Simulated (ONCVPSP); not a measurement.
# copper (Cu): variants of one ONCV potential

Base potential:

| Item | Value |
| --- | --- |
| Element | Cu (Z = 29) |
| Generator | ONCVPSP 4.0.1 |
| Type | optimised norm-conserving Vanderbilt (ONCV) |
| Functional | LDA (Perdew-Wang 92) |
| Relativity | scalar-relativistic |
| Frozen core | [Ne] |
| Valence charge | 19 |
| Reference configuration | 3s2 3p6 3d10 4s1 |
| Partial waves | 3s+4s: rc 1.25 bohr, ncon 5, nbas 8, qcut 9.8 1/bohr, 2 projectors; 3p: rc 0.65 bohr, ncon 4, nbas 7, qcut 11.1 1/bohr, 2 projectors, debl 0.8 Ha; 3d: rc 1.25 bohr, ncon 4, nbas 9, qcut 11.9 1/bohr, 2 projectors, debl 1.5 Ha |
| Local potential | polynomial inside 0.55 bohr (lpopt 5, dvloc0 3 Ha) |
| Core correction | Teter function, fcfact 2, rcfact 1.45 |

In the p channel the program set the typed energies aside and used -2.647, 0.250 Ha.

Cutoffs, loose and tight: the cutoffs (Ha) at which the residual kinetic energy of the hardest occupied pseudo-wave falls to 1 and 0.1 mHa per electron. They do not see the model core or the augmentation charge, which bear on the density cutoff. Test errors are all-electron minus pseudo excitation energies from the reference, over the configurations 3s2 3p6 3d10 4s0; 3s2 3p6 3d9 4s0; 3s2 3p6 3d8 4s0; 3s1 3p6 3d10 4s1. A dash means not determined; rows that change the core or the reference have their own tests. The largest error is taken over the tests solved by every variant that gives reliable tests at all: 3s1 3p6 3d10 4s1; 3s2 3p6 3d10 4s0; 3s2 3p6 3d9 4s0.

```tsv
change	outcome	cutoff, loose	cutoff, tight	bound ghosts	GHOST(+) flags above zero	largest test error (meV)
base	generated, projector energies reset by the program	157 Ha	316 Ha	none	s	-230
core correction Teter function, fcfact 2, rcfact 0.96	generated, projector energies reset by the program	157 Ha	316 Ha	none	s	-222
core correction Teter function, fcfact 2, rcfact 1.1	generated, projector energies reset by the program	157 Ha	316 Ha	none	s	-225
core correction Teter function, fcfact 2, rcfact 1.24	generated, projector energies reset by the program	157 Ha	316 Ha	none	s	-228
core correction Teter function, fcfact 2, rcfact 1.34	generated, projector energies reset by the program	157 Ha	316 Ha	none	s	-229
core correction Teter function, fcfact 2, rcfact 1.5	generated, projector energies reset by the program	157 Ha	316 Ha	none	s	-231
core correction Teter function, fcfact 2, rcfact 1.64	generated, projector energies reset by the program	157 Ha	316 Ha	none	s	-232
core correction Teter function, fcfact 2, rcfact 1.76	generated, projector energies reset by the program	157 Ha	316 Ha	none	s	-233
core correction Teter function, fcfact 2, rcfact 1.94	generated, projector energies reset by the program	157 Ha	316 Ha	none	s	-234
core correction Teter function, fcfact 2, rcfact 2.06	generated, projector energies reset by the program	157 Ha	316 Ha	none	s	-235
```

Reading the sweep of the rcfact (base included, trends over the rows without a ghost): The loose cutoff stays near 157 Ha.
